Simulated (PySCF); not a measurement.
## Ge⁺: ionisation energy

Ge⁺ [Ar] 3d10 4s2 4p1 (2P) → Ge²⁺ [Ar] 3d10 4s2 (1S), as a difference of total energies. All numbers are calculated (PySCF 2.14, scalar relativity by spin-free X2C-1e, in x2c-TZVPPall with one added diffuse shell each of s, p, d type (7s6p5d1f, 57 functions)). Correlated levels: valence: [Ar] 3d10 frozen. The calculations carry no spin-orbit coupling.

| method | ionisation energy (eV) |
| --- | --- |
| UHF | 15.200 |
| SCS-MP2 (valence) | 15.427 |
| CCSD (valence) | 15.515 |
| CCSD(T) (valence) | 15.535 |

Problem. Estimate what MP2 (valence) gives.

Solution. 15.439 eV, closest to SCS-MP2 (valence) among the rows shown.

Problem. Estimate what CCSDT (valence) gives.

Solution. 15.542 eV, closest to CCSD(T) (valence) among the rows shown.

Errors of the correlated levels include the incompleteness of this basis and the frozen core.

For comparison: 15.789 eV (measured; NIST levels, between the centres of gravity of the two terms).
